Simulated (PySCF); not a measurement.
C₃H₉Ge, SMILES [CH](C)[CH2][GeH3], multiplicity 2.

Geometry optimised at ωB97X-D3(BJ)/def2-SVP. The isomer is the one that the SMILES or the coordinates give; other isomers of the formula were not compared. One conformer was computed; it need not be the lowest.

Calculation: ωB97X-D3(BJ)/def2-SVP in PySCF.

Frequencies are harmonic and unscaled.

Task: List the normal modes with their intensities. (An estimate is asked for; the answer gives what the named calculation found.)

Result: 
```csv
mode,ν (cm⁻¹),IR (km/mol),moving atoms (share of kinetic energy)
1,55,0.3,"H 73 %, C 23 %"
2,107,0.1,"H 65 %, C 27 %"
3,121,0.0,"H 82 %, C 16 %"
4,205,0.4,"C 45 %, H 44 %, Ge 11 %"
5,381,1.4,"H 51 %, C 49 %"
6,430,37.2,"H 70 %, C 28 %"
7,497,14.6,H 94 %
8,525,13.2,"H 63 %, C 26 %, Ge 11 %"
9,651,17.8,"C 51 %, H 40 %, Ge 9 %"
10,811,45.4,"H 67 %, C 31 %"
11,854,196.4,H 97 %
12,906,34.3,H 92 %
13,908,27.9,H 95 %
14,919,8.4,"H 56 %, C 44 %"
15,989,1.9,"H 72 %, C 28 %"
16,1029,7.6,"H 80 %, C 20 %"
17,1153,4.7,"H 78 %, C 22 %"
18,1167,1.6,"H 54 %, C 46 %"
19,1218,3.6,"H 62 %, C 38 %"
20,1372,5.2,"H 78 %, C 22 %"
21,1419,4.3,"H 74 %, C 26 %"
22,1449,15.5,"H 76 %, C 24 %"
23,1460,9.3,"H 90 %, C 10 %"
24,1469,1.2,"H 89 %, C 11 %"
25,2164,171.3,H 99 %
26,2178,143.2,H 98 %
27,2181,84.5,H 99 %
28,3003,21.6,H 96 %
29,3069,11.0,H 95 %
30,3087,22.4,"H 92 %, C 8 %"
31,3139,4.9,"H 90 %, C 10 %"
32,3153,14.0,"H 91 %, C 9 %"
33,3200,15.5,"H 92 %, C 8 %"
```
